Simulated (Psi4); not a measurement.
H$_{3}$AlCl$_{2}$N, charge +1, singlet, geometry from GFN2-xTB (such geometries of metal compounds can be far from the true shape). Base run: R2SCAN/STO-3G (Psi4).

Input for Psi4:
```
memory 2 GB

molecule {
1 1
Al   -0.00023242    0.07547241    0.02415049
Cl    1.37131826    0.92617061   -1.14370739
Cl   -1.40055034    0.20978969    1.43428378
N     0.04797424   -1.91658311   -0.49172590
H    -0.47211617   -2.08812190   -1.35926621
H    -0.36355665   -2.53377754    0.21514531
H     0.99982017   -2.25448524   -0.66755296
}

set {
  basis sto-3g
}

energy('r2scan')
print_variables()
```

Variants of this job, named by their change:

```csv
change,ΔE vs base (mEh),SCF cycles,grid points,basis functions,outcome
base,0.000,7,145743,35,converged
puream = true,0.000,7,145743,35,converged
soscf = true,-,-,-,35,stopped with an error
scf_type = cd,1.782,7,145743,35,converged
d_convergence = 1e-4,0.000,7,145743,35,converged
dft_radial_points = 150,-0.554,7,289335,35,converged
level_shift = 1.0,0.000,7,145743,35,converged
dft_spherical_points = 194,0.040,7,93980,35,converged
dft_nuclear_scheme = becke,-0.017,7,144693,35,converged
damping_percentage = 20,0.001,17,145743,35,converged
level_shift = 0.3,0.000,7,145743,35,converged
d_convergence = 1e-8,0.000,9,145743,35,converged
dft_radial_points = 35,-32.917,7,69225,35,converged
```

- soscf = true: ended with `Fatal Error: Vx: RKS does not support rotated V builds for MGGA's`
